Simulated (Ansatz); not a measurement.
Molecule: InCl3, charge 0, multiplicity 1. SMILES: [Cl][In]([Cl])[Cl]
Coordinates optimised at B3LYP-D3(BJ)/def2-TZVP (Ansatz, a program for electronic structure):
```
In
Cl 1 2.3145
Cl 1 2.3145 2 120.00
Cl 1 2.3145 2 120.00 3 180.00
```

Computed values are from Ansatz. Cores are frozen in the correlated levels unless marked. Open shells are spin-unrestricted. Spin-orbit coupling is left out. Frozen are the shells of the preceding noble gas and the d and f shells that filled before the atom's block. Past Kr the def2 sets carry scalar-relativistic core potentials. Basis-set limits of correlation are two-point, X^-3; Hartree-Fock from the larger set.

Task: What is the total energy at CCSD(T)/CBS(def2-TZVPPD,def2-QZVPPD)?

Result: -1568.7686 Eh.

Task: What is the atomisation energy De at CCSD(T)/CBS(def2-TZVPPD,def2-QZVPPD)?

Result: 245.0 kcal/mol.

Task: What is the vertical triplet-singlet gap at CCSD(T)/CBS(def2-TZVPPD,def2-QZVPPD)?

Result: 5.76 eV.

Task: What is the dipole moment at CCSD(T)/def2-SVPD?

Result: 0.00 D.

Task: What is the T1 diagnostic at CCSD/def2-QZVPPD?

Result: 0.008.
